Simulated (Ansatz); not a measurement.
The cluster Nb₂P₂⁺. The state is a doublet with charge 1. Geometry PBE0-D4/def2-SVP, that of the neutral singlet; atoms count from 1.

```xyz
4

Nb    0.594   -0.551   -0.930
Nb   -0.070   -0.130    1.225
P     1.135    1.502    0.056
P    -1.659   -0.820   -0.351
```

In the def2 sets Nb takes a core potential; there is no spin–orbit coupling. The structure comes from a short search, and lower isomers may exist.

Question: Estimate the Mulliken populations from the PBE0/def2-TZVP orbitals of Ansatz.

Answer: 
| atom | charge (e) | spin (α − β) | d electrons |
| --- | --- | --- | --- |
| Nb1 | 0.71 | 0.52 | 3.62 |
| Nb2 | 0.71 | 0.52 | 3.62 |
| P3 | -0.21 | -0.02 | – |
| P4 | -0.21 | -0.02 | – |
Mulliken values and Mayer orders depend strongly on the basis.

Question: Where does the spin sit?

Answer: Summed by element: Nb 1.04, P -0.04, of 1 unpaired in all. Largest on single atoms: Nb2 0.52, Nb1 0.52, P3 -0.02.

Question: And the Mayer bond orders between bonded heavy atoms (over 0.3)?

Answer: Nb1–Nb2 2.21 (2.29 Å); Nb1–P3 1.50 (2.34 Å); Nb1–P4 1.50 (2.34 Å); Nb2–P3 1.50 (2.34 Å); Nb2–P4 1.50 (2.34 Å).
